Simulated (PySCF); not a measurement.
C₄H₁₂O₃Si (SMILES CO[Si](C)(OC)OC), singlet, at a GFN2-xTB geometry; PBE/STO-3G run with PySCF.

The PySCF input:
```python
from pyscf import gto, scf, dft

mol = gto.Mole()
mol.atom = '''
    C    -2.351200   -1.276742   -0.346431
    O    -1.499053   -0.171473   -0.464038
    Si    0.000320    0.003483    0.136743
    C     0.004785    0.052126    2.046433
    O     0.609654    1.364572   -0.508094
    C     0.076563    2.658524   -0.452345
    O     0.886091   -1.229137   -0.442674
    C     2.271942   -1.411141   -0.353817
    H    -1.836377   -2.192979   -0.637966
    H    -2.704837   -1.380188    0.682198
    H    -3.202708   -1.109507   -1.006855
    H    -0.722912    0.762195    2.430162
    H     0.976311    0.343143    2.436863
    H    -0.236240   -0.918406    2.471831
    H    -0.968744    2.658371   -0.763566
    H     0.659356    3.285626   -1.127836
    H     0.144734    3.057631    0.562497
    H     2.800228   -0.518704   -0.691453
    H     2.536044   -2.255737   -0.991076
    H     2.564595   -1.628515    0.676203
'''
mol.basis = 'sto-3g'
mol.charge = 0
mol.spin = 0
mol.verbose = 4
mol.build()

mf = dft.RKS(mol)
mf.xc = 'pbe'
mf.kernel()
mf.analyze()
```

It wrote (shortened):

```
PySCF version 2.14.0

[INPUT] verbose = 4
[INPUT] num. atoms = 20
[INPUT] num. electrons = 74
[INPUT] charge = 0
[INPUT] spin (= nelec alpha-beta = 2S) = 0
[INPUT] symmetry False subgroup None
[INPUT] Mole.unit = angstrom
[INPUT] Symbol           X                Y                Z      unit          X                Y                Z       unit  Magmom
[INPUT]  1 C     -2.351200000000  -1.276742000000  -0.346431000000 AA   -4.443124064077  -2.412692711729  -0.654659711059 Bohr   0.0
[INPUT]  2 O     -1.499053000000  -0.171473000000  -0.464038000000 AA   -2.832799616208  -0.324037007758  -0.876904731391 Bohr   0.0
[INPUT]  3 Si     0.000320000000   0.003483000000   0.136743000000 AA    0.000604712360   0.006581916092   0.258406819451 Bohr   0.0
[INPUT]  4 C      0.004785000000   0.052126000000   2.046433000000 AA    0.009042339506   0.098503863969   3.867197902272 Bohr   0.0
[INPUT]  5 O      0.609654000000   1.364572000000  -0.508094000000 AA    1.152079090746   2.578667357250  -0.960158505535 Bohr   0.0
[INPUT]  6 C      0.076563000000   2.658524000000  -0.452345000000 AA    0.144683101275   5.023882255583  -0.854808163816 Bohr   0.0
[INPUT]  7 O      0.886091000000  -1.229137000000  -0.442674000000 AA    1.674469311442  -2.322732299570  -0.836532622466 Bohr   0.0
[INPUT]  8 C      2.271942000000  -1.411141000000  -0.353817000000 AA    4.293348150897  -2.666670013145  -0.668617228215 Bohr   0.0
[INPUT]  9 H     -1.836377000000  -2.192979000000  -0.637966000000 AA   -3.470249591450  -4.144129706923  -1.205581016784 Bohr   0.0
[INPUT] 10 H     -2.704837000000  -1.380188000000   0.682198000000 AA   -5.111401141590  -2.608177320411   1.289167382726 Bohr   0.0
[INPUT] 11 H     -3.202708000000  -1.109507000000  -1.006855000000 AA   -6.052240976954  -2.096664363288  -1.902680197149 Bohr   0.0
[INPUT] 12 H     -0.722912000000   0.762195000000   2.430162000000 AA   -1.366105692162   1.440339803513   4.592340618325 Bohr   0.0
[INPUT] 13 H      0.976311000000   0.343143000000   2.436863000000 AA    1.844960402400   0.648446291562   4.605003673086 Bohr   0.0
[INPUT] 14 H     -0.236240000000  -0.918406000000   2.471831000000 AA   -0.446428899667  -1.735535811157   4.671083616210 Bohr   0.0
[INPUT] 15 H     -0.968744000000   2.658371000000  -0.763566000000 AA   -1.830660844816   5.023593127486  -1.442930618030 Bohr   0.0
[INPUT] 16 H      0.659356000000   3.285626000000  -1.127836000000 AA    1.246002258589   6.208933287750  -2.131301153425 Bohr   0.0
[INPUT] 17 H      0.144734000000   3.057631000000   0.562497000000 AA    0.273507620913   5.778085179980   1.062965275889 Bohr   0.0
[INPUT] 18 H      2.800228000000  -0.518704000000  -0.691453000000 AA    5.291664006339  -0.980208499716  -1.306656798009 Bohr   0.0
[INPUT] 19 H      2.536044000000  -2.255737000000  -0.991076000000 AA    4.792428599846  -4.262725139048  -1.872862208629 Bohr   0.0
[INPUT] 20 H      2.564595000000  -1.628515000000   0.676203000000 AA    4.846382170429  -3.077447339746   1.277838474609 Bohr   0.0

nuclear repulsion = 521.604729548532
number of shells = 38
number of NR pGTOs = 168
number of NR cGTOs = 56
basis = sto-3g
ecp = {}

******** <class 'pyscf.dft.rks.RKS'> ********
method = RKS
initial guess = minao
damping factor = 0
level_shift factor = 0
DIIS = <class 'pyscf.scf.diis.CDIIS'>
diis_start_cycle = 1
diis_space = 8
diis_damp = 0
SCF conv_tol = 1e-09
SCF conv_tol_grad = None
SCF max_cycles = 50
direct_scf = True
direct_scf_tol = 1e-13
XC library pyscf.dft.libxc version 7.1.2
    S. Lehtola, C. Steigemann, M. J. T. Oliveira, and M. A. L. Marques,  SoftwareX 7, 1–5 (2018)
XC functionals = pbe
    J. P. Perdew, K. Burke, and M. Ernzerhof,  Phys. Rev. Lett. 77, 3865 (1996)
    J. P. Perdew, K. Burke, and M. Ernzerhof,  Phys. Rev. Lett. 78, 1396 (1997)
    J. P. Perdew, K. Burke, and M. Ernzerhof,  Phys. Rev. Lett. 77, 3865 (1996)
    J. P. Perdew, K. Burke, and M. Ernzerhof,  Phys. Rev. Lett. 78, 1396 (1997)
radial grids:
    Treutler-Ahlrichs [JCP 102, 346 (1995); DOI:10.1063/1.469408] (M4) radial grids

becke partition: Becke, JCP 88, 2547 (1988); DOI:10.1063/1.454033
pruning grids: <function nwchem_prune>
grids dens level: 3
symmetrized grids: False
atomic radii adjust function: <function treutler_atomic_radii_adjust>
small_rho_cutoff = 0
Set gradient conv threshold to 3.16228e-05
Initial guess from minao.
tot grids = 235600
init E= -666.604144207192
  HOMO = -0.353649309806155  LUMO = 0.0140261921611847  gap/eV = 10.00496
cycle= 1 E= -665.543784729223  delta_E= 1.06  |g|= 0.92  |ddm|= 5.43
  HOMO = 0.108183446050171  LUMO = 0.285421126475037  gap/eV = 4.82288
cycle= 2 E= -665.193902035747  delta_E= 0.35  |g|= 1.46  |ddm|= 3.59
  HOMO = -0.0784099208878061  LUMO = 0.204131992692399  gap/eV = 7.68836
cycle= 3 E= -665.828030012538  delta_E= -0.634  |g|= 0.177  |ddm|= 2.35
  HOMO = -0.0761160952195101  LUMO = 0.197082697590699  gap/eV = 7.43412
cycle= 4 E= -665.837042221594  delta_E= -0.00901  |g|= 0.0571  |ddm|= 0.35
  HOMO = -0.0783923820456578  LUMO = 0.196490748094514  gap/eV = 7.47995
cycle= 5 E= -665.838031733899  delta_E= -0.00099  |g|= 0.00707  |ddm|= 0.0834
  HOMO = -0.0780546528064951  LUMO = 0.19691780031866  gap/eV = 7.48238
cycle= 6 E= -665.838046355475  delta_E= -1.46e-05  |g|= 0.00141  |ddm|= 0.0103
  HOMO = -0.078161234528335  LUMO = 0.196911513049565  gap/eV = 7.48511
cycle= 7 E= -665.838047110841  delta_E= -7.55e-07  |g|= 0.000166  |ddm|= 0.00271
  HOMO = -0.0782015171519448  LUMO = 0.196875399805837  gap/eV = 7.48522
cycle= 8 E= -665.838047121512  delta_E= -1.07e-08  |g|= 2.96e-05  |ddm|= 0.000324
  HOMO = -0.0781997101478401  LUMO = 0.19687998783958  gap/eV = 7.48530
cycle= 9 E= -665.838047121837  delta_E= -3.25e-10  |g|= 4.26e-06  |ddm|= 5.8e-05
  HOMO = -0.0782014246926436  LUMO = 0.196878500315517  gap/eV = 7.48531
Extra cycle  E= -665.838047121842  delta_E= -4.77e-12  |g|= 4.43e-06  |ddm|= 1.56e-05
converged SCF energy = -665.838047121842
**** SCF Summaries ****
Total Energy =                        -665.838047121842237
Nuclear Repulsion Energy =             521.604729548532077
One-electron Energy =                -1956.691010027332140
Two-electron Energy =                  769.248233356957940
Two-electron Coulomb Energy =          841.942765403577141
DFT Exchange-Correlation Energy =      -72.694532046619216
HOMO-LUMO gap [eV] =                     7.485306025749704
**** MO energy ****
MO #1   energy= -64.7271022967876  occ= 2
MO #2   energy= -18.4394969735835  occ= 2
MO #3   energy= -18.4391522472775  occ= 2
MO #4   energy= -18.4391517638558  occ= 2
MO #5   energy= -9.7561171751386   occ= 2
MO #6   energy= -9.75611678596912  occ= 2
MO #7   energy= -9.75611587134034  occ= 2
MO #8   energy= -9.65556101940646  occ= 2
MO #9   energy= -4.91691648162411  occ= 2
MO #10  energy= -3.27962014698405  occ= 2
MO #11  energy= -3.27961999058191  occ= 2
MO #12  energy= -3.27684217880721  occ= 2
MO #13  energy= -0.866086375931143 occ= 2
MO #14  energy= -0.835304435719373 occ= 2
MO #15  energy= -0.835304161950712 occ= 2
MO #16  energy= -0.594084186988389 occ= 2
MO #17  energy= -0.573042208040293 occ= 2
MO #18  energy= -0.562598927865711 occ= 2
MO #19  energy= -0.562598137426173 occ= 2
MO #20  energy= -0.414805604810773 occ= 2
MO #21  energy= -0.367942734802523 occ= 2
MO #22  energy= -0.36794202926023  occ= 2
MO #23  energy= -0.350901808701866 occ= 2
MO #24  energy= -0.346965755400837 occ= 2
MO #25  energy= -0.346964368294217 occ= 2
MO #26  energy= -0.334816607713129 occ= 2
MO #27  energy= -0.3233879102615   occ= 2
MO #28  energy= -0.323387563556215 occ= 2
MO #29  energy= -0.303307000367057 occ= 2
MO #30  energy= -0.303305962252528 occ= 2
MO #31  energy= -0.271655062004665 occ= 2
MO #32  energy= -0.123026117310641 occ= 2
MO #33  energy= -0.123025844771197 occ= 2
MO #34  energy= -0.114212938941813 occ= 2
MO #35  energy= -0.0866337901061114 occ= 2
MO #36  energy= -0.0782028686142032 occ= 2
MO #37  energy= -0.0782014246926436 occ= 2
MO #38  energy= 0.196878500315517  occ= 0
MO #39  energy= 0.255879289823047  occ= 0
MO #40  energy= 0.255880184977535  occ= 0
MO #41  energy= 0.309807682757479  occ= 0
MO #42  energy= 0.37412771544766   occ= 0
MO #43  energy= 0.374128341321032  occ= 0
MO #44  energy= 0.392841220000521  occ= 0
MO #45  energy= 0.410418880381435  occ= 0
 ** Mulliken pop on meta-lowdin orthogonal AOs  **
 ** Mulliken pop  **
 ** Mulliken atomic charges  **
charge of    0C =     -0.06736
charge of    1O =     -0.27537
charge of    2Si =      0.83335
charge of    3C =     -0.33331
charge of    4O =     -0.27538
charge of    5C =     -0.06736
charge of    6O =     -0.27537
charge of    7C =     -0.06736
charge of    8H =      0.04245
charge of    9H =      0.03648
charge of   10H =      0.05021
charge of   11H =      0.04692
charge of   12H =      0.04692
charge of   13H =      0.04692
charge of   14H =      0.04245
charge of   15H =      0.05021
charge of   16H =      0.03648
charge of   17H =      0.04245
charge of   18H =      0.05021
charge of   19H =      0.03648
Dipole moment(X, Y, Z, Debye):  0.00241,  0.02636,  1.03537
```
